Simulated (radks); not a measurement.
Problem. All-electron atom: As III in [Ar] 3d10 4s2 4p1. All-electron calculation, scalar-relativistic Kohn-Sham, RPBE, spin-polarised, spherical densities, point nucleus; open shells are filled with parallel spins first. Program: a radial shooting solver on a logarithmic mesh with Libxc functionals. Some entries of the table are withheld. Estimate them.

orbital  occ.  eigenvalue (eV)  r(max) (bohr)  <1/r> (bohr^-1)
1s up       1        -11742.29        0.02973            33.47
1s down     1        -11742.24        0.02973            33.47
2s up       1        -1508.351         0.1700            7.370
2s down     1        -1508.331         0.1700            7.370
2p up       3        -1324.961         0.1363            7.220
2p down     3        -1324.915         0.1363            7.220
3s up       1        -211.7501         0.5216            2.385
3s down     1        -211.6903         0.5217            2.385
3p up       3        -155.0310         0.5211            2.232
3p down     3        -154.9598         0.5211            2.232
3d up       5         -61.8956         0.4772              (1)
3d down     5         -61.7687         0.4771              (2)
4s up       1         -33.8833          1.576           0.7244
4s down     1         -32.6196          1.562           0.7282
4p up       1         -23.1379          1.830              (3)
4p down     0         -21.8691          1.821              (4)
5s up       0         -11.0223          4.061           0.3029
4d up       0         -10.3482          2.835           0.3752

Solution. 
(1) 3d up <1/r> (bohr^-1): 1.910
(2) 3d down <1/r> (bohr^-1): 1.914
(3) 4p up <1/r> (bohr^-1): 0.6043
(4) 4p down <1/r> (bohr^-1): 0.6007
